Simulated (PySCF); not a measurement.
**MoF3: from structure and modes to constants**

Method: UPBE0 in PySCF with Mo def2-TZVP with ECP28, F def2-TZVP; scalar-relativistic core potentials, no spin–orbit coupling; density-fitted integrals.

The quartet minimum has D3h symmetry. Masses (u): Mo 97.90541, F 18.99840.

```xyz
4
charge 0 multiplicity 4, angstrom
Mo    0.0000    0.0000    0.0000
F     1.8498    0.0000    0.0000
F    -0.9249    1.6020    0.0000
F    -0.9249   -1.6020    0.0000
```

Harmonic wavenumbers (cm⁻¹): 151.5 (a2'', ×1), 168.3 (e', ×2), 677.5 (a1', ×1), 705.4 (e', ×2).

Problem. Find the principal moments of inertia and the rotational constants. What kind of rotor is it?

Solution. About the centre of mass I = 97.515, 97.515, 195.03 u Å². With B = 16.8576/I this gives 0.1729, 0.1729, 0.08644 cm⁻¹. The molecule is an oblate symmetric top.

Problem. What is the harmonic zero-point energy?

Solution. Half the sum of all 6 wavenumbers, 2576/2 = 1288 cm⁻¹, which is 15.4 kJ/mol (1 cm⁻¹ = 0.0119627 kJ/mol).

Problem. Give the standard entropy (298.15 K, 1 bar) by its translational, rotational, vibrational and spin parts, and Cp.

Solution. Sackur–Tetrode with M = 154.90 u gives 171.7; rotation with symmetry number 6 gives 93.6; vibration 35.5; spin R ln 4 = 11.5. The total is 312.4 J/(mol K), and Cp = 4 R + 34.2 = 67.5 J/(mol K).

Only a few start shapes were tried, so a lower isomer may exist. With open d or f shells other occupations or spin states may lie lower.
